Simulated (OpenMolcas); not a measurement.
## Ionisation energies of manganese

* Program: OpenMolcas 26.06
* Basis: ANO-RCC-VTZP [6s5p3d2f1g]
* Scalar Hamiltonian: DKH2, point nucleus
* Spin-orbit coupling: RASSI with atomic mean-field integrals over the reference wave functions, term energies averaged over their components

Active shells in each charge state: the valence d, s shells, with orbitals averaged over the low states. Where CASPT2's correlated closed shells are named, they are those of the first ion.

A. CASSCF
B. SS-CASPT2, IPEA 0.25 Eh, imaginary shift 0.1 Eh (closed shells correlated: 3s 3p)
C. SS-CASPT2, IPEA 0 Eh, imaginary shift 0.1 Eh (closed shells correlated: 3s 3p)
D. SS-CASPT2, IPEA 0.25 Eh, imaginary shift 0.1 Eh (closed shells correlated: 2s 2p 3s 3p)

Energies in eV between the lowest computed levels, named as in B; reference values from the NIST Atomic Spectra Database with their kind.

```
             From               To       A       B       C       D  Spin-orbit share in B          Reference
Mn 3d⁵ 4s² ⁶S_5/2   Mn+ 3d⁵ 4s ⁷S₃   3.809   8.445   8.664   8.446                 +0.000   7.434 (measured)
   Mn+ 3d⁵ 4s ⁷S₃  Mn2+ 3d⁵ ⁶S_5/2  14.880  15.696  15.780  15.697                 +0.000  15.640 (measured)
```

Error against the reference values, in %:

```csv
From,Reference,A,B,C,D
Mn,measured,-48.8,+13.6,+16.5,+13.6
Mn+,measured,-4.9,+0.4,+0.9,+0.4
```

Mean absolute error over the 2 measured values: A 2.19 eV, B 0.53 eV, C 0.69 eV, D 0.53 eV.

The lowest level within the active space need not be the ion's true ground level.
